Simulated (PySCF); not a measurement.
C3H6O2Si.
Numbering: `[CH3:1][C:2]1=[CH:3][O:4][SiH2:5][O:6]1` (hydrogens: H7, H8, H9 on C1; H10 on C3; H11, H12 on Si5)

Cartesian coordinates in Å at the GFN2-xTB level; atoms count from 1:
```xyz
12
C3H6O2Si angstrom
C      1.9250    0.0525   -0.0025
C      0.4444   -0.0205    0.0902
C     -0.3309   -0.4004    1.0992
O     -1.6769   -0.3417    0.8297
Si    -1.8946    0.2020   -0.7161
O     -0.2773    0.3550   -1.0219
H      2.3709   -0.2684    0.9339
H      2.2796   -0.5844   -0.8116
H      2.2347    1.0732   -0.2223
H     -0.0507   -0.7405    2.0764
H     -2.4797   -0.8312   -1.5557
H     -2.5433    1.5036   -0.7254
```

Theory: PySCF, TDDFT CAM-B3LYP/def2-SVPD, vertical, gas phase, core orbitals frozen in the response.

Question: List the vertical singlet excitations with oscillator strengths and describe the spectrum.

Answer: 

```tsv
state	E (eV)	ν̃ (cm⁻¹)	f	|μ| (D)	symmetry	main configurations (H = HOMO, L = LUMO)
S1	5.17	41700	0.0003	0.13	–	H→L (96%)
S2	5.46	44060	0.0087	0.65	A″	H→L+1 (88%)
S3	6.39	51570	0.0000	0.03	–	H→L+3 (75%), H→L+5 (11%)
S4	6.47	52220	0.190	2.78	A′	H→L+4 (96%)
S5	6.65	53640	0.0051	0.45	A″	H→L+2 (84%), H→L+3 (9%)
S6	6.80	54880	0.0001	0.07	–	H→L+5 (79%)
S7	7.31	58960	0.019	0.82	A″	H→L+6 (82%)
S8	7.77	62640	0.0035	0.34	A′	H→L+7 (89%)
```

Triplets, Tamm–Dancoff:

```csv
state,E (eV),λ (nm),"main configurations (H = HOMO, L = LUMO)"
T1,4.07,304.7,H→L+4 (88%)
T2,5.03,246.5,H→L (95%)
T3,5.35,231.7,H→L+1 (85%)
```

The lowest singlet comes at 240 nm (499 kJ/mol) in the ultraviolet; it is dark (f under 0.0005); its leading configuration is HOMO→LUMO (96%). The strongest level in the table is S4 at 6.47 eV (191 nm, f = 0.190). Löwdin shares by element: HOMO carbon 51% or more, oxygen 33% (atoms not listed hold the other 16%); LUMO silicon 37%, hydrogen 26% or more, oxygen 14% or more (atoms not listed hold the other 24%). Of the 8 states listed, 2 reach f = 0.01 and 3 stay under 0.0005. Orbital energies (eV): HOMO-3 -11.56, HOMO-2 -11.34, HOMO-1 -11.21, HOMO -7.31, LUMO 0.95, LUMO+1 1.24, LUMO+2 1.74. The oscillator strengths of these states sum to 0.226; summed over the whole spectrum of an exact calculation they would give the number of electrons, 54 (Thomas–Reiche–Kuhn). Symmetry labels in Cs follow from the direction of the transition dipole and are given only for states with f of 0.002 or more. Singlets were solved by full linear response, triplets in the Tamm–Dancoff approximation.
